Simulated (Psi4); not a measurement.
BF, charge -1, doublet, at a GFN2-xTB geometry (the spin is typed, not shown lowest) (a gas-phase anion, which may not be bound at this level); Psi4 1.11 with CAM-B3LYP/6-31G**.

Here is a job for Psi4.
```
memory 2 GB

molecule mol {
-1 2
  B    -0.000000   -0.000000   -1.059676
  F     0.000000    0.000000    0.588709
}

set basis 6-31g**
set reference uks
set scf_type pk
set puream true
set d_convergence 1e-8
set dft_radial_points 99
set dft_spherical_points 590

energy('cam-b3lyp')
print_variables()
```

Q: Write the output that Psi4 gives for this input, abridged.

A: 
```
   => Loading Basis Set <=

    Name: 6-31G**
    Role: ORBITAL
    Keyword: BASIS

         ---------------------------------------------------------
                                   SCF
               by Justin Turney, Rob Parrish, Andy Simmonett
                          and Daniel G. A. Smith
                              UKS Reference
         ---------------------------------------------------------

  ==> Geometry <==

    Molecular point group: c2v
    Full point group: C_inf_v

    Geometry (in Angstrom), charge = -1, multiplicity = 2:

       Center              X                  Y                   Z               Mass
    ------------   -----------------  -----------------  -----------------  -----------------
         B            0.000000000000     0.000000000000    -1.043621267305    11.009305360000
         F            0.000000000000     0.000000000000     0.604763732695    18.998403162730

  Running in c2v symmetry.

  Rotational constants: A = ************  B =      0.89009  C =      0.89009 [cm^-1]
  Rotational constants: A = ************  B =  26684.29339  C =  26684.29339 [MHz]
  Nuclear repulsion =   14.446245555589257

  Charge       = -1
  Multiplicity = 2
  Electrons    = 15
  Nalpha       = 8
  Nbeta        = 7

  ==> Algorithm <==

  SCF Algorithm Type is PK.
  DIIS enabled.
  MOM disabled.
  Fractional occupation disabled.
  Guess Type is SAD.
  Energy threshold   = 1.00e-06
  Density threshold  = 1.00e-08
  Integral threshold = 1.00e-12

  ==> Primary Basis <==

  Basis Set: 6-31G**
    Blend: 6-31G**
    Number of shells: 12
    Number of basis functions: 28
    Number of Cartesian functions: 30
    Spherical Harmonics?: true
    Max angular momentum: 2

  ==> DFT Potential <==

   => LibXC <=

    Version 7.1.2
    S. Lehtola, C. Steigemann, M. J. T. Oliveira, and M. A. L. Marques,  SoftwareX 7, 1–5 (2018) (10.1016/j.softx.2017.11.002)

   => Composite Functional: CAM-B3LYP <=

    CAM-B3LYP Hyb-GGA Exchange-Correlation Functional

    T. Yanai, D. P. Tew, and N. C. Handy,  Chem. Phys. Lett. 393, 51 (2004) (10.1016/j.cplett.2004.06.011)

    Deriv               =              1
    GGA                 =           TRUE
    Meta                =          FALSE

    Exchange Hybrid     =           TRUE
    MP2 Hybrid          =          FALSE

   => Exchange Functionals <=

    0.3500         Becke 88 [omega = 0.3300]
    0.4600   Short-range recipe for B88 functional - erf [omega = 0.3300]

   => Exact (HF) Exchange <=

    0.4600            HF,LR [omega = 0.3300]
    0.1900               HF

   => Correlation Functionals <=

    0.1900   Vosko, Wilk & Nusair (VWN5)
    0.8100   Lee, Yang & Parr

   => LibXC Density Thresholds  <==

    XC_HYB_GGA_XC_CAM_B3LYP:  1.00E-14

   => Molecular Quadrature <=

    Radial Scheme          =       TREUTLER
    Pruning Scheme         =           NONE
    Nuclear Scheme         =       TREUTLER

    Blocking Scheme        =         OCTREE
    BS radius alpha        =              1
    Pruning alpha          =              1
    Radial Points          =             99
    Spherical Points       =            590
    Total Points           =         111000
    Total Blocks           =            903
    Max Points             =            256
    Max Functions          =             28
    Weights Tolerance      =       1.00E-15

  ==> Integral Setup <==

  Using in-core PK algorithm.
   Calculation information:
      Number of atoms:                   2
      Number of AO shells:              12
      Number of primitives:             30
      Number of atomic orbitals:        30
      Number of basis functions:        28

      Integral cutoff                 1.00e-12
      Number of threads:                 1

  Performing in-core PK
  Using 247863 doubles for integral storage.
  We computed 3080 shell quartets total.
  Whereas there are 3081 unique shell quartets.

  Computing range-separated integrals for PK
  We computed 3080 wK shell quartets total.
  Whereas there are 3081 wK unique shell quartets.

  ==> DiskJK: Disk-Based J/K Matrices <==

    J tasked:                  Yes
    K tasked:                  Yes
    wK tasked:                 Yes
    Omega:               3.300E-01
    Schwarz Cutoff:          1E-12

  Minimum eigenvalue in the overlap matrix is 7.5396881436E-02.
  Reciprocal condition number of the overlap matrix is 2.7511586787E-02.
    Using symmetric orthogonalization.

  ==> Pre-Iterations <==

  SCF Guess: Superposition of Atomic Densities via on-the-fly atomic UHF (no occupation information).

   -------------------------
    Irrep   Nso     Nmo
   -------------------------
     A1        14      14
     A2         2       2
     B1         6       6
     B2         6       6
   -------------------------
    Total      28      28
   -------------------------

  ==> Iterations <==

                        Total Energy        Delta E     RMS |[F,P]|

   @UKS iter SAD:  -123.77194103122726   -1.23772e+02   0.00000e+00
   @UKS iter   1:  -124.45108394355843   -6.79143e-01   2.46755e-02 DIIS/ADIIS
   @UKS iter   2:  -124.42905962121154    2.20243e-02   3.18967e-02 DIIS/ADIIS
   @UKS iter   3:  -124.51256196817907   -8.35023e-02   2.37660e-03 DIIS/ADIIS
   @UKS iter   4:  -124.51345975787012   -8.97790e-04   4.87651e-04 DIIS/ADIIS
   @UKS iter   5:  -124.51349575355613   -3.59957e-05   9.23838e-05 DIIS
   @UKS iter   6:  -124.51350028985443   -4.53630e-06   3.84100e-05 DIIS
   @UKS iter   7:  -124.51350162243203   -1.33258e-06   8.39739e-06 DIIS
   @UKS iter   8:  -124.51350168649591   -6.40639e-08   1.97789e-06 DIIS
   @UKS iter   9:  -124.51350168845151   -1.95560e-09   4.59340e-07 DIIS
   @UKS iter  10:  -124.51350168853527   -8.37588e-11   6.97175e-08 DIIS
   @UKS iter  11:  -124.51350168853736   -2.08900e-12   1.60106e-08 DIIS
   @UKS iter  12:  -124.51350168853756   -1.98952e-13   3.24231e-09 DIIS
  Energy and wave function converged.

  ==> Post-Iterations <==

   Electrons on quadrature grid:
      Nalpha   =    7.9999999700 ; deviation = -3.000e-08
      Nbeta    =    6.9999999721 ; deviation = -2.791e-08
      Ntotal   =   14.9999999421 ; deviation = -5.791e-08

   @Spin Contamination Metric:   3.582460937E-03
   @S^2 Expected:                7.500000000E-01
   @S^2 Observed:                7.535824609E-01
   @S   Expected:                5.000000000E-01
   @S   Observed:                5.000000000E-01

    Orbital Energies [Eh]
    ---------------------

    Alpha Occupied:

       1A1   -24.426380     2A1    -6.562947     3A1    -0.896930
       4A1    -0.246351     1B1    -0.163629     1B2    -0.156867
       5A1    -0.053041     2B1     0.095893

    Alpha Virtual:

       2B2     0.291136     6A1     0.423569     3B1     0.746632
       3B2     0.766580     7A1     0.776734     8A1     0.794833
       4B1     1.474660     4B2     1.482012     9A1     1.593614
       1A2     1.632218    10A1     1.638241     5B1     1.730105
       5B2     1.733317    11A1     1.807696    12A1     2.174902
       2A2     2.236401    13A1     2.236711     6B2     2.450299
       6B1     2.450967    14A1     3.017772

    Beta Occupied:

       1A1   -24.424175     2A1    -6.555048     3A1    -0.892103
       4A1    -0.232224     1B2    -0.155396     1B1    -0.146320
       5A1    -0.020483

    Beta Virtual:

       2B2     0.303411     2B1     0.338311     6A1     0.438271
       3B2     0.773260     7A1     0.784458     3B1     0.803206
       8A1     0.812036     4B2     1.484265     4B1     1.503055
       9A1     1.596442    10A1     1.689347     1A2     1.691062
       5B2     1.735307     5B1     1.752553    11A1     1.825503
      12A1     2.178101     2A2     2.239552    13A1     2.239713
       6B2     2.451936     6B1     2.465973    14A1     3.022681

    Final Occupation by Irrep:
             A1    A2    B1    B2
    DOCC [     5,    0,    1,    1 ]
    SOCC [     0,    0,    1,    0 ]
    NA   [     5,    0,    2,    1 ]
    NB   [     5,    0,    1,    1 ]

  @UKS Final Energy:  -124.51350168853756

   => Energetics <=

    Nuclear Repulsion Energy =             14.4462455555892575
    One-Electron Energy =                -205.6763824324858660
    Two-Electron Energy =                  77.5074316094934659
    DFT Exchange-Correlation Energy =     -10.7907964211344201
    Empirical Dispersion Energy =           0.0000000000000000
    VV10 Nonlocal Energy =                  0.0000000000000000
    Total Energy =                       -124.5135016885375592

  UHF NO Occupations:
  HONO-2 :    1 B1 1.9999289
  HONO-1 :    5 A1 1.9983160
  HONO-0 :    2 B1 1.0000000
  LUNO+0 :    6 A1 0.0016840
  LUNO+1 :    3 B1 0.0000711
  LUNO+2 :    2 B2 0.0000318
  LUNO+3 :    7 A1 0.0000038

Computation Completed

Properties will be evaluated at   0.000000,   0.000000,   0.000000 [a0]

Properties computed using the SCF density matrix

 Multipole Moments:

 ------------------------------------------------------------------------------------
     Multipole            Electronic (a.u.)      Nuclear  (a.u.)        Total (a.u.)
 ------------------------------------------------------------------------------------

 L = 1.  Multiply by 2.5417464519 to convert [e a0] to [Debye]
 Dipole X            :          0.0000000            0.0000000            0.0000000
 Dipole Y            :          0.0000000            0.0000000            0.0000000
 Dipole Z            :          0.8800850            0.4247486            1.3048335
 Magnitude           :                                                    1.3048335

 ------------------------------------------------------------------------------------

  Variable Map:
  ----------------------------------------------------------------------------
  "CURRENT ENERGY"              =>    -124.513501688538
  "CURRENT REFERENCE ENERGY"    =>    -124.513501688538
  "DD SOLVATION ENERGY"         =>       0.000000000000
  "DFT FUNCTIONAL TOTAL ENERGY" =>    -124.513501688538
  "DFT TOTAL ENERGY"            =>    -124.513501688538
  "DFT VV10 ENERGY"             =>       0.000000000000
  "DFT XC ENERGY"               =>     -10.790796421134
  "GRID ELECTRONS ALPHA"        =>       7.999999970002
  "GRID ELECTRONS BETA"         =>       6.999999972085
  "GRID ELECTRONS TOTAL"        =>      14.999999942088
  "NUCLEAR REPULSION ENERGY"    =>      14.446245555589
  "ONE-ELECTRON ENERGY"         =>    -205.676382432486
  "PCM POLARIZATION ENERGY"     =>       0.000000000000
  "PE ENERGY"                   =>       0.000000000000
  "SCF ITERATION ENERGY"        =>    -124.513501688538
  "SCF ITERATIONS"              =>      12.000000000000
  "SCF TOTAL ENERGY"            =>    -124.513501688538
  "TWO-ELECTRON ENERGY"         =>      77.507431609493
  "XC GRID RADIAL POINTS"       =>      99.000000000000
  "XC GRID SPHERICAL POINTS"    =>     590.000000000000
  "XC GRID TOTAL POINTS"        =>  111000.000000000000

  Array Variable Map:
  ----------------------------------------------------------------------------
  "CURRENT DIPOLE"              =>       0.000000000000 ... 1.304833513974 1 by 3
  "SCF DIPOLE"                  =>       0.000000000000 ... 1.304833513974 1 by 3
  "SCF TOTAL ENERGIES"          =>    -123.771941031227 ... -124.513501688538 1 by 13
```
